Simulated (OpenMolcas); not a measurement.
**3d8 along the 26-electron sequence**

| Quantity | Value |
| --- | --- |
| Program | OpenMolcas |
| Method | MS-RASPT2, IPEA 0.25 Eh, imaginary shift 0.1 Eh |
| Basis | ANO-RCC-VTZP |
| Scalar Hamiltonian | DKH2, point nucleus |
| Spin-orbit coupling | state interaction with AMFI integrals over the reference wave functions, term energies averaged over their components |

Active space for each ion: 8 electrons in 9 orbitals (RAS2 3d 4s; RAS3 4p, at most 2 electrons); closed shells correlated by CASPT2: 3s 3p.

Computed levels in cm-1 above 3F4:

| Level | Co+ | Ni2+ | Cu3+ |
| --- | --- | --- | --- |
| 3F3 | 1064 | 1450 | 1949 |
| 3F2 | 1769 | 2410 | 3210 |
| 1D2 | 9640 | 13130 | 15770 |
| 3P2 | 13160 | 16520 | 19840 |
| 3P1 | 13510 | 16880 | 20260 |
| 3P0 | 13770 | 17150 | 20600 |
| 1G4 | 18430 | 22750 | 27040 |
| weight of 3F in the lowest level (%) | 100 | 100 | 100 |

Mixed levels, with the weight of the term that names them: Co+ 1D2 (55 %).

Measured, with the error of the calculation in %. Measured levels: Co+ from NIST Handbook of Basic Atomic Spectroscopic Data; Ni2+ from Corliss and Sugar, J. Phys. Chem. Ref. Data 10, 197 (1981); Cu3+ from Sugar and Musgrove, J. Phys. Chem. Ref. Data 19, 527 (1990).

```tsv
Level	Co+	Ni2+	Cu3+
3F3	950 (+11.9)	1361 (+6.6)	1861 (+4.7)
3F2	1597 (+10.8)	2270 (+6.1)	3078 (+4.4)
1D2		14032 (-6.4)	16248 (-2.9)
3P2		16662 (-0.9)	19697 (+0.7)
3P1		16978 (-0.6)	20097 (+0.8)
3P0		17231 (-0.5)	20423 (+0.9)
1G4		23109 (-1.5)	26913 (+0.5)
```

The fine-structure level 3F2 changes by a factor of 1.81 from Co+ to Cu3+. Its fourth root runs 6.49, 7.01, 7.53, with steps per unit of Z of 0.52, 0.52; equal steps would mean a (Z - σ)^4 law with constant σ.

1D2 changes by a factor of 1.64 over the same range, with steps per unit of Z of +3490, +2640 cm-1.

CASPT2 breaks the degeneracy within a term, and the mean is taken; among the terms shown or strongly mixed into the levels shown the widest spread is 3400 cm-1 (3d8 3F, Co+). Some high roots are left out of the spin-orbit mixing, which shifts the levels that they would mix with. Terms from blocks run as CI alone lack orbitals of their own. The CASPT2 spread within a term exceeds the gap to the next term for 3d7 4s 3F(1) and 3d8 1D, so the order of their levels is uncertain, and so are names and mixing where such terms share a J (holds for Co+). Computed and measured levels are paired by configuration, term and J; levels that our copy of the source lacks, or whose pairing is in doubt (as where it misses far off the trend of its configuration), stay unpaired and out of the deviations. Only configurations of the active space appear.

A number in round brackets counts repeated terms of one configuration in the order of the reference energies.
